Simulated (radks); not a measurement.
Species: Kr XXXIII. Configuration: [He] 2s2. Calculated with a radial shooting solver on a logarithmic mesh with Libxc functionals: scalar-relativistic Kohn-Sham, r2SCAN, spin-polarised, spherical densities, finite nucleus; meta-GGA in the generalised Kohn-Sham scheme; Fermi nuclear charge, rms radius 4.1884 fm.

Normalised radial functions P(r) = r R(r), r in bohr:

r              2s      2p
0.00169    0.2618  0.0053
0.002254   0.3385  0.0089
0.002982   0.4315  0.0149
0.003977   0.5486  0.0252
0.005305   0.6883  0.0426
0.007075   0.8481  0.0717
0.009437   1.0191  0.1198
0.01259    1.1817  0.1980
0.01665    1.2984  0.3178
0.02221    1.3229  0.5056
0.02963    1.1782  0.7799
0.03951    0.7876  1.1538
0.0527     0.1065  1.6136
0.06973   -0.7914  2.0841
0.093     -1.7677  2.4653
0.124     -2.4545  2.5622
0.1654    -2.5193  2.2417
0.2207    -1.9163  1.5555
0.292     -1.0489  0.8115
0.3894    -0.3654  0.2775
0.5194    -0.0721  0.0551

2s: eigenvalue -3918.8 eV, 1 radial node at r = 0.0547 bohr, <r> = 0.170 bohr, 90 % of the charge inside 0.260 bohr. 2p (empty): eigenvalue -3779.8 eV, 0 radial nodes, <r> = 0.146 bohr, 90 % of the charge inside 0.234 bohr.
